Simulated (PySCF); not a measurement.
Vertical excitations of a molecule C5H9F from TDA-ωB97X/def2-SVPD in PySCF 2.14.0, as energy in eV (oscillator strength): 9.10 (0.094), 9.17 (0.013), 9.40 (0.003), 9.45 (0.030), 9.74 (0.000), 9.82 (0.006), 9.94 (0.004), 9.95 (0.047), 10.08 (0.005), 10.20 (0.013). Lowest triplet (TDA): 8.93 eV. Geometry optimised at PBE0-D3(BJ)/def2-SVP. One conformer was computed; it need not be the lowest.

Task: Which molecule gave these data?
A. CC1(C)C[C@@H]1F
B. CC1(F)CCC1
C. C[C@H]1C[C@@H](F)C1
D. CC[C@@H]1C[C@@H]1F

Result: B, CC1(F)CCC1
